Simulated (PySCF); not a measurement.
## Calculated data, CH₄BGe, C₂H₆BGe

All values are calculated (PySCF 2.14.0). Calculation on a computer-drawn molecule: the log of a Hartree-Fock and frozen-core CCSD(T) single point meant for a local Hartree-Fock minimum, with one planted fault or none, to be diagnosed. Offsets are logged minus clean, where the clean run is the same molecule without the fault. The reference is restricted for singlets and unrestricted otherwise, and also for a bond in bohr or an excited solution. Adding or removing an electron swaps singlet and doublet. The excited solution moves the top pair (singlet) or top alpha electron (doublet) to the lowest empty orbital. Highest occupied and lowest empty are orbital energies over both spins, largest force is the largest gradient component, triples share is (T) over the correlation energy, the T1 limit is 0.02 restricted and 0.045 unrestricted, electrons count all cores, a negative frequency is imaginary (commonest isotopes), and the dipole is about the centre of nuclear charge; on germanium a core potential holds 10 electrons, which the energies leave out, and 3d is frozen in MP2 and coupled-cluster steps.

Common to all runs: meant charge 1; meant multiplicity 1; meant basis cc-pVDZ; meant basis and core potential on germanium cc-pVDZ-PP ECP10MDF; logged SCF converged yes; logged spin squared 0; logged CC converged yes; logged SCF stable within its kind yes; possible faults no fault, one electron removed, one electron added, multiplicity raised by two, geometry at a saddle point, SCF held on an excited solution, minimal basis STO-3G, one bond length entered in bohr, all coordinates scaled.

(1) CH₄BGe

Logged structure:
```xyz
7
CH4BGe
B      0.8790    -1.5259    -0.5139
C      0.6374    -0.6210    -1.4507
Ge     0.7931    -1.0107    -3.1118
H      1.0884    -2.3053     0.2354
H      0.3536     0.3281    -1.2040
H      0.5332    -0.0379    -4.1080
H      1.1841    -2.3128    -3.5175
```

* logged electrons: 46
* logged basis functions: 71
* logged highest occupied: -16.253 eV
* logged lowest empty: -4.7692 eV
* logged largest force: 0.054842 hartree/bohr
* logged T1 diagnostic: 0.012914
* logged D1 diagnostic: 0.030243
* logged triples share: 0.032317
* logged dipole magnitude: 2.123 debye
* logged energy HF: -357.9138 hartree
* logged energy CCSD(T): -358.23118 hartree
* planted fault: all coordinates scaled, by -6.1 %
* HF energy offset from clean run: 18.24 kcal/mol
* CCSD(T) energy offset from clean run: 23.39 kcal/mol

Drawn bonds:
```csv
atom,other atom,order
1,2,1
2,3,2
1,4,1
2,5,1
3,6,1
3,7,1
```

(2) C₂H₆BGe

Logged structure:
```xyz
10
C2H6BGe
B      2.0639     0.5930     3.2660
C      0.7578     0.7098     2.7598
Ge     0.1510    -0.3068     1.3577
C      1.1908    -1.6302     0.4241
H      3.1615     0.4662     3.6600
H      0.0625     1.4220     3.1978
H     -1.2783    -0.0752     0.9147
H      2.2034    -1.7032     0.8165
H      0.6864    -2.5944     0.5176
H      1.2208    -1.3629    -0.6343
```

* logged electrons: 54
* logged basis functions: 95
* logged highest occupied: -15.054 eV
* logged lowest empty: -4.2536 eV
* logged largest force: 1.86e-05 hartree/bohr
* logged lowest frequency: 84.674 cm⁻¹
* logged T1 diagnostic: 0.013118
* logged D1 diagnostic: 0.035675
* logged triples share: 0.03402
* logged dipole magnitude: 2.248 debye
* logged energy HF: -397.00138 hartree
* logged energy CCSD(T): -397.4872 hartree
* planted fault: no fault
* HF energy offset from clean run: 0 kcal/mol
* CCSD(T) energy offset from clean run: 0 kcal/mol

Drawn bonds:
```csv
atom,other atom,order
1,2,1
2,3,2
3,4,1
1,5,1
2,6,1
3,7,1
4,8,1
4,9,1
4,10,1
```
